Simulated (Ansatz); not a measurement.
Abridged output of a molecular run in Ansatz:

```
Functional definition: HF
1492 factors; integrals over basis functions are off by at most 1.2e-3 eV
mean field evaluation 1: about -8987.7686 eV, gradient 3.2e1 eV
mean field evaluation 2: about -8988.0246 eV, gradient 3.2e1 eV
mean field evaluation 4: about -8991.0469 eV, gradient 3.3e0 eV
mean field evaluation 8: about -8991.0887 eV, gradient 1.5e-1 eV
mean field -8991.08874343 eV, -330.4164169422 hartree, gradient 2.1e-6 eV, S^2 0.000000; 0 other end points of the search recorded, 0 dependent functions left out
7 core orbitals not correlated: weight in the atoms' cores, before any rotation towards them, 1.000 or more for the frozen orbitals, at most 0.000 for the correlated occupied ones
reference -8991.08874343 eV, -330.4164169422 hartree; 16, 16 occupied and 204, 204 virtual orbitals, 1492 factors
second order -22.04567836 eV of doubles, -0.00000000 eV of singles
cycle   1  -21.99915147 eV  change    4.7e-2 eV  update   1.1e-1
cycle   2  -22.65717967 eV  change   -6.6e-1 eV  update   3.4e-2
cycle   3  -22.76589640 eV  change   -1.1e-1 eV  update   1.6e-2
cycle   4  -22.76192272 eV  change    4.0e-3 eV  update   4.1e-3
cycle   5  -22.76281245 eV  change   -8.9e-4 eV  update   1.5e-3
cycle   6  -22.76307404 eV  change   -2.6e-4 eV  update   3.8e-4
cycle   7  -22.76316618 eV  change   -9.2e-5 eV  update   1.3e-4
cycle   8  -22.76321891 eV  change   -5.3e-5 eV  update   3.3e-5
cycle   9  -22.76323647 eV  change   -1.8e-5 eV  update   1.1e-5
perturbative correction -0.92052797 eV, -0.0338287788 hartree
Total energy: -9014.77250786 eV, -331.2867792318 hartree
```

Its atoms:

```xyz
10

C     2.1781   -0.5704    0.6690
C     0.8340   -0.2190    0.2574
C    -0.2876    0.0743   -0.0862
Sn   -2.2075    0.5781   -0.6781
H     2.8492   -0.6178   -0.1921
H     2.1921   -1.5452    1.1627
H     2.5770    0.1685    1.3684
H    -2.7557    1.8665    0.2919
H    -3.2134   -0.7818   -0.4780
H    -2.1660    1.0468   -2.3151
```

(1) Which basis set was used?
A. def2-SVPD
B. def2-TZVPPD
C. def2-TZVPP
D. cc-pV(D+d)Z

(2) Write the keys of the input that set method, charge and spin (a neutral closed shell needs none for the last two).

Answers

(1) C. It gives 227 functions.

(2) 
```yaml
correlation: {method: ccsd_t}
```
